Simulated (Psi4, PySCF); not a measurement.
The PySCF input:
```python
from pyscf import gto, scf, mp

mol = gto.M(
    atom='''
C     1.84417598   -0.21486119   -0.64407116
O     1.12497198   -0.47866482    0.52247035
C    -0.02993387    0.32711662    0.73690745
O    -0.07878555    1.48154975    0.19784924
O    -1.08884693   -0.59104353    0.48242837
C    -1.78851403   -0.39926518   -0.70977666
H     2.06116808    0.85717789   -0.72547480
H     2.74960368   -0.82047779   -0.58516808
H     1.28174713   -0.51850982   -1.54102116
H    -2.62951586   -1.09353471   -0.68246175
H    -1.16625086   -0.64277602   -1.58529880
H    -2.10983665    0.64544776   -0.80091696
''',
    basis='6-31g*',
    spin=2,
    verbose=4,
)

mf = scf.UHF(mol)
mf.kernel()

pt = mp.MP2(mf, frozen=6)
pt.kernel()
print('E(MP2) = %.10f' % pt.e_tot)
```

Problem. Write the same job for Psi4.

Solution. This is not unique; one that fits is 
```
memory 2 GB

molecule {
0 3
  C     1.84417598   -0.21486119   -0.64407116
  O     1.12497198   -0.47866482    0.52247035
  C    -0.02993387    0.32711662    0.73690745
  O    -0.07878555    1.48154975    0.19784924
  O    -1.08884693   -0.59104353    0.48242837
  C    -1.78851403   -0.39926518   -0.70977666
  H     2.06116808    0.85717789   -0.72547480
  H     2.74960368   -0.82047779   -0.58516808
  H     1.28174713   -0.51850982   -1.54102116
  H    -2.62951586   -1.09353471   -0.68246175
  H    -1.16625086   -0.64277602   -1.58529880
  H    -2.10983665    0.64544776   -0.80091696
}

set basis 6-31g*
set reference uhf
set freeze_core true
set mp2_type conv
set scf_type pk
set puream true
set d_convergence 1e-8

energy('mp2')
print_variables()
```

Both were run: PySCF gave -342.359992 Eh and Psi4 -342.359992 Eh, 0.000 mEh apart.
